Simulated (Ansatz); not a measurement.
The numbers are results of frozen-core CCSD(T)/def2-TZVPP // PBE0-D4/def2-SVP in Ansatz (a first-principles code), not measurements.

Ansatz 0.2 input:
```yaml
crystal:
  periodic: [false, false, false]
  atoms:
    - { symbol: In, position_ang: [-0.120276, -0.069825, -0.066594] }
    - { symbol: H, position_ang: [-0.651397, 1.311801, -0.992102] }
    - { symbol: H, position_ang: [-0.959019, -0.464448, 1.412707] }
    - { symbol: H, position_ang: [0.805202, -1.314572, -0.8675] }
    - { symbol: C, position_ang: [1.24293, 2.137169, 1.762396] }
    - { symbol: N, position_ang: [1.753693, 1.018238, 0.976808] }
    - { symbol: C, position_ang: [2.646319, 1.485115, -0.079239] }
    - { symbol: C, position_ang: [2.420854, 0.041007, 1.831184] }
    - { symbol: H, position_ang: [2.063212, 2.681337, 2.269259] }
    - { symbol: H, position_ang: [0.540209, 1.766986, 2.522052] }
    - { symbol: H, position_ang: [0.705721, 2.836561, 1.106447] }
    - { symbol: H, position_ang: [2.98206, 0.632013, -0.685467] }
    - { symbol: H, position_ang: [3.534197, 1.996416, 0.340447] }
    - { symbol: H, position_ang: [2.110578, 2.185507, -0.735258] }
    - { symbol: H, position_ang: [3.296789, 0.484614, 2.342888] }
    - { symbol: H, position_ang: [1.717477, -0.330121, 2.589834] }
    - { symbol: H, position_ang: [2.758021, -0.812167, 1.225923] }
basis:
  gaussian: { orbitals: def2-TZVPP }
correlation:
  method: ccsd_t
```

Output:

```
Functional definition: HF
2152 factors; integrals over basis functions are off by at most 9.7e-4 eV
mean field evaluation 1: about -9908.9116 eV, gradient 3.3e1 eV
mean field evaluation 2: about -9909.1187 eV, gradient 3.3e1 eV
mean field evaluation 4: about -9912.3812 eV, gradient 5.5e0 eV
mean field evaluation 8: about -9912.4559 eV, gradient 2.0e-1 eV
mean field evaluation 16: about -9911.7898 eV, gradient 1.3e1 eV
mean field -9912.45608487 eV, -364.2760422149 hartree, gradient 4.9e-6 eV, S^2 0.000000; 0 other end points of the search recorded, 0 dependent functions left out
8 core orbitals not correlated
reference -9912.45608487 eV, -364.2760422149 hartree; 21, 21 occupied and 313, 313 virtual orbitals, 2152 factors
second order -29.21992841 eV of doubles, -0.00000000 eV of singles
cycle   1  -29.77883144 eV  change   -5.6e-1 eV  update   1.2e-1
cycle   2  -30.57962695 eV  change   -8.0e-1 eV  update   3.4e-2
cycle   3  -30.69748747 eV  change   -1.2e-1 eV  update   1.5e-2
cycle   4  -30.68816518 eV  change    9.3e-3 eV  update   3.8e-3
cycle   5  -30.68628053 eV  change    1.9e-3 eV  update   1.7e-3
cycle   6  -30.68644664 eV  change   -1.7e-4 eV  update   4.5e-4
cycle   7  -30.68622588 eV  change    2.2e-4 eV  update   2.0e-4
cycle   8  -30.68619128 eV  change    3.5e-5 eV  update   6.7e-5
cycle   9  -30.68621849 eV  change   -2.7e-5 eV  update   2.5e-5
perturbative correction -1.08499981 eV, -0.0398730077 hartree
Total energy: -9944.22730318 eV, -365.4436129524 hartree
```

Cost: very roughly 100 core-minutes.
